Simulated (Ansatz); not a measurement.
Ansatz results at the PBE0-D4/def2-TZVP geometry: HOMO–LUMO gap (PBE0/def2-TZVPP) 6.34 eV; LUMO energy (ωB97M-V/def2-TZVPP) 1.37 eV; size of the dipole moment (PBE/def2-TZVPP) 0.51 D.

Each molecule was computed in one conformer, which needn't be the lowest.

Which molecule gave them?
A. `[SiH3][O][SnH2][Cl]`
B. `C[NH][SnH2][NH]C`
C. `[F][Sn]([F])([F])[SH]`
D. `[Cl][SnH2][GeH3]`

B. The others give `[Cl][SnH2][GeH3]`: 6.99, 0.71, 2.56; `[F][Sn]([F])([F])[SH]`: 6.09, -0.83, 3.04; `[SiH3][O][SnH2][Cl]`: 7.46, 0.79, 2.26.
